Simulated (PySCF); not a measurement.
A simulated first-order isotropic EPR spectrum at 9.609 GHz has these lines.

Lines, field (mT) (relative intensity): 339.34 (1), 339.67 (1), 340.64 (1), 340.73 (1), 340.97 (1), 341.06 (1), 342.03 (1), 342.36 (1), 342.68 (1), 343.01 (1), 343.98 (1), 344.07 (1), 344.30 (1), 344.40 (1), 345.37 (1), 345.70 (1)

Task: Find the g value from the centre of the pattern.

Result: The pattern is symmetric about 342.52 mT, so g = hν/(μB·B0) = 9609/(13.99624 × 342.52) = 2.0044, a shift of +2.1 × 10⁻³ from the free-electron value.

Task: Take the pattern apart into splittings.

Result: The first two lines at either end are about 0.33 mT apart, which is the smallest coupling, and their intensity ratio 1:1 counts the nuclei that share it. In full: a 1:1 doublet of 3.34 mT (94 MHz), from 1 nucleus of spin 1/2; a 1:1 doublet of 1.40 mT (39 MHz), from 1 nucleus of spin 1/2; a 1:1 doublet of 1.30 mT (36 MHz), from 1 nucleus of spin 1/2; a 1:1 doublet of 0.33 mT (9 MHz), from 1 nucleus of spin 1/2. Check: Σ 2nI·a is the distance from the first to the last line, 6.36 mT.

Task: The radical has the formula C6H5S. Propose a structure, and say which nuclei carry the couplings.

Result: The pattern alone needn't single out one isomer; the structure behind this simulation is `C#C[C@@H]1[CH]C=CS1` [radical], numbered [CH:1]#[C:2][C@@H:3]1[CH:4][CH:5]=[CH:6][S:7]1 (hydrogens: H8 on C1; H9 on C3; H10 on C4; H11 on C5; H12 on C6). 3.34 mT: 1H at H9 (2 bonds from C4; computed sign +); 1.40 mT: 1H at H12 (1 bond from C6; computed sign −); 1.30 mT: 1H at H10 (1 bond from C4; computed sign −); 0.33 mT: 1H at H11 (2 bonds from C4, on C5 of spin population -0.21; computed sign +). Largest spin populations (Mulliken): C6 (+0.55), C4 (+0.55), C5 (-0.21) and S7 (+0.14). The angles at C6 add up to 360.0°, so it is planar. Main spin sites, with 60 % or more of the largest population: C4, C6; positions count bonds from the nearest.

The calculation used UKS B3LYP, pcH-1 on C H S, non-relativistic, mean-field spin-orbit, GIAO (PySCF 2.14.0). Geometry: GFN2-xTB; no solvent, vibrations or thermal averaging. The geometry wasn't refined by DFT: couplings that depend on bond lengths, twists or pyramidal angles can differ widely from those at the functional's own minimum. Stability of the SCF solution: not tested.

Rare isotopes and splittings under 0.04 mT were left out of the simulation.
